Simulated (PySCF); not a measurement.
Isomers of C6H9NOSi.

All values: PBE0/pcSseg-1 (PySCF) at GFN2-xTB geometries, gas phase, one conformer each.

Problem. Rank by LUMO energy, lowest first.
A. `C[Si]1(C)CC(C#N)=CO1`
B. `[N:1]#[C:2][CH2:3][C:4]1=[CH:5][SiH2:6][CH2:7][CH2:8][O:9]1` with C2–C3–C4–C5 -85°, C4–C5–Si6–C7 4°, C5–Si6–C7–C8 -35°, Si6–C7–C8–O9 64°, C7–C8–O9–C4 -57°
C. `[CH3:1][CH2:2]/[CH:3]=[CH:4]/[Si@@H:5]([C:6]#[N:7])[CH:8]=[O:9]` with C1–C2–C3–C4 126°, C3–C4–Si5–C6 48°, C4–Si5–C8–O9 19°
D. `[H]/[N:8]=[CH:7]/[c:6]1[cH:5][cH:4][c:3]([SiH2:2][CH3:1])[o:9]1` with C1–Si2–C3–C4 122°, C5–C6–C7–N8 -1°
E. `[CH3:1][O:2][SiH2:3][c:4]1[cH:5][cH:6][cH:7][cH:8][n:9]1` with C1–O2–Si3–C4 180°, O2–Si3–C4–C5 2°
F. `[N:1]#[C:2][CH2:3][C@H:4]1[CH2:5][SiH2:6][CH:7]=[CH:8][O:9]1` with C2–C3–C4–C5 67°, C3–C4–C5–Si6 -176°, C4–C5–Si6–C7 -38°, C5–Si6–C7–C8 6°, C7–C8–O9–C4 14°

Solution. C (-2.01 eV), D (-1.38 eV), E (-0.88 eV), A (-0.70 eV), B (-0.36 eV), F (-0.09 eV).

Problem. Rank by the lowest Hirshfeld charge on any atom, lowest value first.
A. `[SiH3:1][CH2:2]/[CH:3]=[N:4]/[c:5]1[cH:6][cH:7][cH:8][o:9]1` with Si1–C2–C3–N4 -101°, C3–N4–C5–C6 176°
B. `[CH3:1][C:2](=[O:3])/[C:4](=[CH:5]\[C:6]#[N:7])[CH2:8][SiH3:9]` with C1–C2–C4–C5 -34°, C2–C4–C8–Si9 -78°
C. `[CH:1]#[C:2][C:3](=[O:4])[NH:5][SiH2:6][CH:7]1[CH2:8][CH2:9]1` with C2–C3–N5–Si6 180°, C3–N5–Si6–C7 -67°, N5–Si6–C7–C8 -94°
D. `[CH:1]#[C:2][C:3](=[CH2:4])[SiH2:5][NH:6][C:7]([CH3:8])=[O:9]` with C2–C3–Si5–N6 6°, C3–Si5–N6–C7 180°, Si5–N6–C7–C8 -179°
E. `[CH3:1][O:2][SiH2:3][c:4]1[cH:5][cH:6][cH:7][cH:8][n:9]1` with C1–O2–Si3–C4 180°, O2–Si3–C4–C5 2°
F. `[CH3:1][CH2:2]/[CH:3]=[CH:4]/[Si@@H:5]([C:6]#[N:7])[CH:8]=[O:9]` with C1–C2–C3–C4 126°, C3–C4–Si5–C6 48°, C4–Si5–C8–O9 19°

Solution. D (-0.268 e), C (-0.250 e), E (-0.221 e), B (-0.209 e), F (-0.197 e), A (-0.160 e).

Problem. Rank by dipole moment, highest first.
A. `[CH2:1]=[CH:2][CH2:3][C@:4]([SiH3:5])([C:6]#[N:7])[CH:8]=[O:9]` with C1–C2–C3–C4 -119°, C2–C3–C4–Si5 53°, C3–C4–C8–O9 -23°
B. `C[Si]1(C)CC(C#N)=CO1`
C. `[CH3:1][O:2][SiH2:3][c:4]1[cH:5][cH:6][cH:7][cH:8][n:9]1` with C1–O2–Si3–C4 180°, O2–Si3–C4–C5 2°
D. `[N:1]#[C:2][CH2:3][C:4]1=[CH:5][SiH2:6][CH2:7][CH2:8][O:9]1` with C2–C3–C4–C5 -85°, C4–C5–Si6–C7 4°, C5–Si6–C7–C8 -35°, Si6–C7–C8–O9 64°, C7–C8–O9–C4 -57°
E. `[CH3:1][C@@H:2]1[SiH2:3][O:4][CH2:5][CH:6]=[C:7]1[C:8]#[N:9]` with C1–C2–Si3–O4 -82°, C2–Si3–O4–C5 -37°, Si3–O4–C5–C6 18°, O4–C5–C6–C7 5°
F. `[N:1]#[C:2][CH2:3][C@H:4]1[CH2:5][SiH2:6][CH:7]=[CH:8][O:9]1` with C2–C3–C4–C5 67°, C3–C4–C5–Si6 -176°, C4–C5–Si6–C7 -38°, C5–Si6–C7–C8 6°, C7–C8–O9–C4 14°

Solution. B (5.51 D), D (4.06 D), F (3.32 D), E (3.16 D), A (2.93 D), C (1.81 D).

All values together:

| SMILES | μ (D) | HOMO (eV) | LUMO (eV) | lowest IAO charge (e) | highest IAO charge (e) | lowest Hirshfeld charge (e) | highest Hirshfeld charge (e) |
| --- | --- | --- | --- | --- | --- | --- | --- |
| N#CC[C@H]1C[SiH2]C=CO1 | 3.32 | -7.18 | -0.09 | -0.565 (C) | +0.765 (Si) | -0.226 (N) | +0.336 (Si) |
| CO[SiH2]c1ccccn1 | 1.81 | -7.14 | -0.88 | -0.647 (O) | +1.016 (Si) | -0.221 (O) | +0.386 (Si) |
| C[Si]1(C)CC(C#N)=CO1 | 5.51 | -6.95 | -0.70 | -0.737 (C) | +1.265 (Si) | -0.241 (N) | +0.484 (Si) |
| C#CC(=O)N[SiH2]C1CC1 | 3.16 | -7.89 | -1.16 | -0.595 (N) | +0.894 (Si) | -0.250 (O) | +0.376 (Si) |
| CC(=O)/C(=C\C#N)C[SiH3] | 3.43 | -7.91 | -2.56 | -0.532 (C) | +0.615 (Si) | -0.209 (O/N) | +0.328 (Si) |
| [H]/N=C/c1ccc([SiH2]C)o1 | 1.53 | -6.56 | -1.38 | -0.717 (C) | +0.776 (Si) | -0.231 (N) | +0.345 (Si) |
| N#CCC1=C[SiH2]CCO1 | 4.06 | -7.14 | -0.36 | -0.562 (C) | +0.766 (Si) | -0.231 (N) | +0.334 (Si) |
| C#CC(=C)[SiH2]NC(C)=O | 3.15 | -7.36 | -1.33 | -0.615 (N) | +0.913 (Si) | -0.268 (O) | +0.373 (Si) |
| C[C@@H]1[SiH2]OCC=C1C#N | 3.16 | -7.76 | -1.29 | -0.642 (O) | +1.009 (Si) | -0.226 (O/N) | +0.405 (Si) |
| C=CC[C@]([SiH3])(C#N)C=O | 2.93 | -7.96 | -1.46 | -0.381 (O) | +0.631 (Si) | -0.220 (N) | +0.337 (Si) |
| [SiH3]C/C=N/c1ccco1 | 0.98 | -6.08 | -1.15 | -0.542 (C) | +0.615 (Si) | -0.160 (N) | +0.327 (Si) |
| CC/C=C/[Si@@H](C#N)C=O | 3.06 | -7.42 | -2.01 | -0.460 (C) | +0.852 (Si) | -0.197 (N) | +0.396 (Si) |

Conformers: `[N:1]#[C:2][CH2:3][C@H:4]1[CH2:5][SiH2:6][CH:7]=[CH:8][O:9]1` with C2–C3–C4–C5 67°, C3–C4–C5–Si6 -176°, C4–C5–Si6–C7 -38°, C5–Si6–C7–C8 6°, C7–C8–O9–C4 14°; `[CH3:1][O:2][SiH2:3][c:4]1[cH:5][cH:6][cH:7][cH:8][n:9]1` with C1–O2–Si3–C4 180°, O2–Si3–C4–C5 2°; `[CH:1]#[C:2][C:3](=[O:4])[NH:5][SiH2:6][CH:7]1[CH2:8][CH2:9]1` with C2–C3–N5–Si6 180°, C3–N5–Si6–C7 -67°, N5–Si6–C7–C8 -94°; `[CH3:1][C:2](=[O:3])/[C:4](=[CH:5]\[C:6]#[N:7])[CH2:8][SiH3:9]` with C1–C2–C4–C5 -34°, C2–C4–C8–Si9 -78°; `[H]/[N:8]=[CH:7]/[c:6]1[cH:5][cH:4][c:3]([SiH2:2][CH3:1])[o:9]1` with C1–Si2–C3–C4 122°, C5–C6–C7–N8 -1°; `[N:1]#[C:2][CH2:3][C:4]1=[CH:5][SiH2:6][CH2:7][CH2:8][O:9]1` with C2–C3–C4–C5 -85°, C4–C5–Si6–C7 4°, C5–Si6–C7–C8 -35°, Si6–C7–C8–O9 64°, C7–C8–O9–C4 -57°; `[CH:1]#[C:2][C:3](=[CH2:4])[SiH2:5][NH:6][C:7]([CH3:8])=[O:9]` with C2–C3–Si5–N6 6°, C3–Si5–N6–C7 180°, Si5–N6–C7–C8 -179°; `[CH3:1][C@@H:2]1[SiH2:3][O:4][CH2:5][CH:6]=[C:7]1[C:8]#[N:9]` with C1–C2–Si3–O4 -82°, C2–Si3–O4–C5 -37°, Si3–O4–C5–C6 18°, O4–C5–C6–C7 5°; `[CH2:1]=[CH:2][CH2:3][C@:4]([SiH3:5])([C:6]#[N:7])[CH:8]=[O:9]` with C1–C2–C3–C4 -119°, C2–C3–C4–Si5 53°, C3–C4–C8–O9 -23°; `[SiH3:1][CH2:2]/[CH:3]=[N:4]/[c:5]1[cH:6][cH:7][cH:8][o:9]1` with Si1–C2–C3–N4 -101°, C3–N4–C5–C6 176°; `[CH3:1][CH2:2]/[CH:3]=[CH:4]/[Si@@H:5]([C:6]#[N:7])[CH:8]=[O:9]` with C1–C2–C3–C4 126°, C3–C4–Si5–C6 48°, C4–Si5–C8–O9 19°.
